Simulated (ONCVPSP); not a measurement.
Configuration tests for Zr (Z = 40) (ONCV)

ONCVPSP 4.0.1 input, shortened (lines: element, Z, core and valence counts, functional; n l f; lmax; l rc ep ncon nbas qcut; lloc lpopt rc5 dvloc0; l nproj debl; icmod fcfact rcfact), LDA (Perdew-Wang 92), scalar-relativistic:

```
  Zr 40.00    7    3  -001012      upf
    1    0    2.00
    2    0    2.00
    2    1    6.00
    3    0    2.00
    3    1    6.00
    3    2   10.00
    4    0    2.00
    4    1    6.00
    4    2    2.00
    5    0    2.00
    2
    0    2.65    0.00    4    7    2.90
    1    1.80    0.00    4    9    7.80
    2    1.80    0.00    3    6    5.70
    4    3    1.75    1.00
    0    2    2.60
    1    1    0.70
    2    1    1.50
    3    3.25    1.50
```

Energies are relative to the spin-unpolarised reference configuration 4p6 4d2 5s2; without spin polarisation the order of configurations can differ from experiment.

```csv
valence configuration,charge,ΔE all-electron (eV),error AE − PS (meV)
4p6 4d2 5s0,+2,20.580,-13
4p6 4d2 5s0 5p2,0,6.391,+17
```

(1) What are ΔE and the potential's error for 4p6 4d2 5s1?

(2) What are ΔE and the potential's error for 4p6 4d1 5s0?

Note: no bound ghost flagged; GHOST(+) flagged for s at 31.7 eV.

## Answers

(1) ΔE = 7.345 eV all-electron; the error (AE − PS) is -3.0 meV.

(2) ΔE = 43.399 eV all-electron; the error (AE − PS) is +87 meV.
